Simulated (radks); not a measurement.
Results of a calculation; reference values are marked as such.
Task: All-electron atom: the strontium ion Sr6+ in [Ar] 3d10 4s2 4p2. Level of theory: scalar-relativistic Kohn-Sham, r2SCAN, spin-polarised, spherical densities, finite nucleus; open shells are filled with parallel spins first (spin-orbit coupling, left out, can overturn this in heavy ions); meta-GGA in the generalised Kohn-Sham scheme; Fermi nuclear charge, rms radius 4.224 fm (a radial shooting solver on a logarithmic mesh with Libxc functionals). Some entries of the table are withheld. Estimate them.

orbital  occ.  eigenvalue (eV)  <1/r> (bohr^-1)  <r> (bohr)
1s up       1        -16065.46            38.99     0.03917
1s down     1        -16065.01            38.99     0.03917
2s up       1        -2261.656            8.721      0.1723
2s down     1        -2261.560            8.721      0.1723
2p up       3        -2017.362            8.499      0.1503
2p down     3        -2017.025            8.498      0.1503
3s up       1        -427.1189            2.932      0.4899
3s down     1        -426.7622            2.930      0.4900
3p up       3        -347.2734            2.773      0.4963
3p down     3        -346.8244            2.772      0.4961
3d up       5        -215.8945            2.519      0.4944
3d down     5        -215.3310            2.523      0.4930
4s up       1        -119.1084            1.075       1.252
4s down     1        -114.5546            1.081       1.249
4p up       2         -97.5372           0.9802         (1)
4p down     0         -92.9557           0.9844         (2)
4d up       0         -64.8161           0.8136       1.610
4d down     0         -60.0062           0.8247       1.586
5s up       0         -49.0440           0.5391       2.540

Result: 
(1) 4p up <r> (bohr): 1.356
(2) 4p down <r> (bohr): 1.353
